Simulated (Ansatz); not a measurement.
Molecule: CH₃Cd, charge 1, multiplicity 1. 
Geometry from a B3LYP-D3(BJ)/def2-TZVP (Ansatz, a first-principles code) optimisation:
```
C
H 1 1.0845
H 1 1.0845 2 115.26
H 1 1.0845 2 115.26 3 -138.11
Cd 1 2.2011 2 102.77 4 -110.94
```
Charge +1, spin multiplicity 1.

Basis-set convergence of Hartree-Fock and CCSD(T) correlation energies (hartree) with Ansatz. Valence correlation only, unless marked. Spin-orbit coupling is left out. The frozen core is the preceding noble-gas configuration, with the filled d and f shells of earlier blocks. In def2 rows, elements after Kr have scalar-relativistic effective core potentials.

The Hartree-Fock reference is unstable (checked in the largest basis), which strains HF and MP2. 

| basis | functions | E(HF) | E(corr, CCSD(T)) |
|---|---|---|---|
| def2-SVPD | 78 | -206.13701 | -0.44700 |
| def2-TZVPPD | 144 | -206.22033 | -0.61613 |
| def2-QZVPPD | 250 | -206.22393 | -0.65828 |

Extrapolating the two largest sets (X = 3 and 4) as X^-3: E(corr) = (64·(-0.65828) - 27·(-0.61613))/37 = -0.6890 Eh, an estimate of the basis-set limit. The largest set recovers 95.5 % of it, the smallest 64.9 %.
